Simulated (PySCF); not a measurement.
Predicted spectroscopic data

Method: shielding tensors at PBE0/pcSseg-1 (GIAO), couplings computed with B3LYP/pcJ-1 (spin–dipole term left out of most H,H and C,H couplings), structure optimised with GFN2-xTB, in PySCF (rapidly exchanging positions averaged, single conformer, non-relativistic Hamiltonian, isolated molecule).

References, each an isolated molecule treated in the same way: 1H (σref 31.72), 13C (σref 186.93) vs TMS. Multiplet labels drop J under 1 Hz and among equivalent protons, and merge close values. Unscaled 3J(H,H) run several per cent high. Where no couplings were computed, multiplicities follow the n + 1 count of equivalent neighbours, and m marks all less simple cases (inequivalent or close neighbours, rings, F or P nearby). Shifts are as computed. Against solution values, carbons near 30 ppm lie about +3 ppm off and those near 130 ppm about +5 ppm. Of 1211 compounds with measured shifts, 218 miss one by over three times the rms of a fit or turn the order of signals round; such compounds aren't used in these exercises.

Compound 1 (C₅H₈). 1H NMR (400 MHz, computed): δ 5.85 (td, J = 3.1, 2.1 Hz, 1H), 5.78 (q, J = 2.5 Hz, 1H), 1.43 (m, 1H), 1.21 (m, 1H), 1.18 (d, J = 6.6 Hz, 3H), 0.62 (m, 1H). 13C{1H} NMR (computed): δ 146.2, 109.3, 20.6, 14.0, 12.1. Structure: `InChI=1S/C5H8/c1-4-3-5(4)2/h5H,1,3H2,2H3/t5-/m0/s1`.

Compound 2 (C₅H₉NO₂). 1H NMR (400 MHz, computed): δ 7.09 (t, 1H), 4.12 (d, 2H), 3.49 (s, 3H), 2.18 (s, 3H). 13C{1H} NMR (computed): δ 182.0, 156.4, 79.1, 63.4, 26.6. Structure: `O=C(/N=C\COC)C`.
